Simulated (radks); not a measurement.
Values are calculated unless marked as measured or tabulated.
Task: Mean orbital radii <r> (bohr) of neutral rhenium, [Xe] 4f14 5d5 6s2, of relativity; Dirac values are averaged over j with weights 2j + 1. Spin-unpolarised spherical Kohn-Sham, LDA (Slater exchange, Perdew-Wang correlation), point nucleus unless stated (finite: rms radius 5.3698 fm), a radial shooting solver on a logarithmic mesh with Libxc functionals. A level marked "c x" has the speed of light scaled by that factor and shares open shells by 2j + 1; other Dirac levels either fill j = l - 1/2 first or share by 2j + 1.

| shell | non-rel. |
|---|---|
| 3p | 0.2065 |
| 3d | 0.1809 |
| 4s | 0.4816 |
| 4p | 0.4880 |
| 4d | 0.5026 |
| 5s | 1.136 |
| 4f | 0.5637 |
| 5p | 1.253 |
| 5d | 1.853 |
| 6s | 3.402 |
| 6p (empty) | 4.692 |
| 7s (empty) | 17.05 |

Give the values at the level "Dirac, c x 2".

Result: 
shell       Dirac, c x 2  change of magnitude (%)
3p                0.2042                    -1.12
3d                0.1805                    -0.24
4s                0.4719                    -2.03
4p                0.4830                    -1.02
4d                0.5020                    -0.12
5s                 1.112                    -2.09
4f                0.5676                    +0.70
5p                 1.242                    -0.93
5d                 1.871                    +0.95
6s                 3.322                    -2.37
6p (empty)         4.668                    -0.51
7s (empty)         17.39                    +2.00
